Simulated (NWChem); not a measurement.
**Total energies of chlorotrifluoromethane (CClF₃)**

```
C
F 1 1.3185
F 1 1.3185 2 108.81
F 1 1.3185 2 108.81 3 118.41
Cl 1 1.7597 2 110.13 4 120.79
```
Charge 0, spin multiplicity 1.

Everything below was run with NWChem. Structure: optimised with PBE0/def2-SVP, a minimum by its harmonic frequencies.

Basis set: cc-pVTZ (154 functions).

```
method  total energy (Ha)  relative cost
------  -----------------  -------------
RHF            -795.83495              1
MP2            -796.92768        under 3
B2PLYP         -797.67267              5
PBE            -797.47958        under 3
B3LYP          -797.99896        under 3
TPSS           -798.03103        under 3
```

Total energies of different functionals aren't comparable as a measure of quality: only differences taken within one method are. The cost column gives rough processor time relative to RHF; each entry includes its own SCF.

The correlated methods keep 9 core orbitals frozen. B3LYP has NWChem's definition, with VWN1-RPA local correlation.
